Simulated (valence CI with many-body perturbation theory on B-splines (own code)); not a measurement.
**Energy levels of Ce³⁶⁺**

Computed by valence CI with perturbative core correlation (CI+MBPT): four valence electrons over a frozen Dirac-Fock core [Ar], a basis of 7 s, 7 p, 8 d, 6 f, 4 g, 1 h functions for each j, with the one-electron correlation potential Σ1, the two-electron term Σ2, the three-electron term Σ3, Breit, model QED; selected CI, second order for the rest, scaled by the run's own slope (own B-spline code, finite nucleus).

No measured spectrum was set against this ion. As an estimate, large intervals hold to a few tenths of a per cent, small ones and those within an open d or f shell to about a per cent. Only levels of the ground parity were solved; by the run's estimate the other parity begins above the list, which can be wrong where configurations are misplaced.

Levels 1 to 34 of 34, with energies above the lowest level, (3d3/2^4) J=0. "Leading %" is the weight of the configuration and term that name the level; weights of strongly mixed levels are sums over their largest components and can fall short. In the jj column 3d3/2^4 stands for four electrons in 3d with j = 3/2.

| No. | Configuration | Term | J | E (cm⁻¹) | Leading % | g | Second component | Leading jj |
| --- | --- | --- | --- | --- | --- | --- | --- | --- |
| 1 | 3d4 | 3P | 0 | 0 | 54 |  | 36 % 3d4 5D | 3d3/2^4 (95 %) |
| 2 | 3d4 | 5D | 1 | 129000 | 68 | 1.494 | 32 % 3d4 3P | 3d3/2^3 3d5/2 (96 %) |
| 3 | 3d4 | 5D | 2 | 192940 | 65 | 1.341 | 10 % 3d4 3F | 3d3/2^3 3d5/2 (71 %) |
| 4 | 3d4 | 3F | 4 | 202190 | 31 | 1.121 | 20 % 3d4 3H | 3d3/2^3 3d5/2 (94 %) |
| 5 | 3d4 | 5D | 3 | 219000 | 44 | 1.249 | 25 % 3d4 3F | 3d3/2^3 3d5/2 (75 %) |
| 6 | 3d4 | 5D | 0 | 313840 | 60 |  | 20 % 3d4 3P | 3d3/2^2 3d5/2^2 (93 %) |
| 7 | 3d4 | 5D | 4 | 328750 | 42 | 1.151 | 40 % 3d4 3H | 3d3/2^2 3d5/2^2 (90 %) |
| 8 | 3d4 | 3F | 2 | 338820 | 35 | 1.062 | 26 % 3d4 5D | 3d3/2^2 3d5/2^2 (77 %) |
| 9 | 3d4 | 3G | 3 | 345050 | 48 | 1.066 | 37 % 3d4 5D | 3d3/2^2 3d5/2^2 (75 %) |
| 10 | 3d4 | 3H | 5 | 369300 | 70 | 1.078 | 30 % 3d4 3G | 3d3/2^2 3d5/2^2 (100 %) |
| 11 | 3d4 | 3P | 1 | 383930 | 52 | 1.203 | 29 % 3d4 3D | 3d3/2^2 3d5/2^2 (87 %) |
| 12 | 3d4 | 3H | 6 | 386870 | 56 | 1.086 | 44 % 3d4 1I | 3d3/2^2 3d5/2^2 (98 %) |
| 13 | 3d4 | 3G | 4 | 413090 | 61 | 1.028 | 34 % 3d4 1G | 3d3/2^2 3d5/2^2 (95 %) |
| 14 | 3d4 | 3F | 3 | 420030 | 42 | 1.131 | 34 % 3d4 3D | 3d3/2^2 3d5/2^2 (89 %) |
| 15 | 3d4 | 3D | 2 | 421590 | 40 | 1.128 | 31 % 3d4 3P | 3d3/2^2 3d5/2^2 (92 %) |
| 16 | 3d4 | 3F | 2 | 488900 | 39 | 1.024 | 30 % 3d4 3P | 3d3/2^2 3d5/2^2 (81 %) |
| 17 | 3d4 | 3F | 4 | 492030 | 44 | 1.213 | 29 % 3d4 5D | 3d3/2 3d5/2^3 (55 %) |
| 18 | 3d4 | 3F | 3 | 529680 | 47 | 1.122 | 20 % 3d4 3G | 3d3/2 3d5/2^3 (91 %) |
| 19 | 3d4 | 3F | 4 | 552190 | 45 | 1.109 | 36 % 3d4 1G | 3d3/2^2 3d5/2^2 (62 %) |
| 20 | 3d4 | 3G | 5 | 557800 | 70 | 1.143 | 30 % 3d4 3H | 3d3/2 3d5/2^3 (100 %) |
| 21 | 3d4 | 3D | 1 | 559280 | 66 | 0.834 | 22 % 3d4 3P | 3d3/2 3d5/2^3 (90 %) |
| 22 | 3d4 | 1I | 6 | 565990 | 56 | 1.068 | 44 % 3d4 3H | 3d3/2 3d5/2^3 (98 %) |
| 23 | 3d4 | 3P | 2 | 575490 | 58 | 1.306 | 20 % 3d4 1D | 3d3/2^2 3d5/2^2 (74 %) |
| 24 | 3d4 | 1S | 0 | 597570 | 50 |  | 49 % 3d4 3P | 3d3/2 3d5/2^3 (76 %) |
| 25 | 3d4 | 3F | 2 | 614490 | 58 | 1.001 | 35 % 3d4 3P | 3d3/2 3d5/2^3 (71 %) |
| 26 | 3d4 | 1F | 3 | 622520 | 41 | 1.086 | 34 % 3d4 3D | 3d3/2 3d5/2^3 (94 %) |
| 27 | 3d4 | 3F | 3 | 702980 | 69 | 1.059 | 28 % 3d4 1F | 3d3/2 3d5/2^3 (99 %) |
| 28 | 3d4 | 3P | 1 | 707360 | 94 | 1.445 | 5 % 3d4 3D | 3d3/2 3d5/2^3 (96 %) |
| 29 | 3d4 | 1G | 4 | 711560 | 76 | 1.032 | 17 % 3d4 3F | 3d3/2 3d5/2^3 (79 %) |
| 30 | 3d4 | 1S | 0 | 712160 | 52 |  | 45 % 3d4 3P | 3d3/2^2 3d5/2^2 (62 %) |
| 31 | 3d4 | 1D | 2 | 729510 | 60 | 1.076 | 23 % 3d4 3P | 3d3/2 3d5/2^3 (53 %) |
| 32 | 3d4 | 3F | 4 | 759110 | 51 | 1.153 | 22 % 3d4 1G | 3d5/2^4 (81 %) |
| 33 | 3d4 | 1D | 2 | 846150 | 60 | 1.013 | 17 % 3d4 3D | 3d5/2^4 (59 %) |
| 34 | 3d4 | 1S | 0 | 997980 | 68 |  | 32 % 3d4 3P | 3d5/2^4 (71 %) |

The ionisation energy to 3d3 4F_3/2 of the next ion comes out as 2501.1 eV (NIST: 2500 ± 5 eV (theoretical)). All 34 levels together are meant to be complete up to 1037900 cm⁻¹.
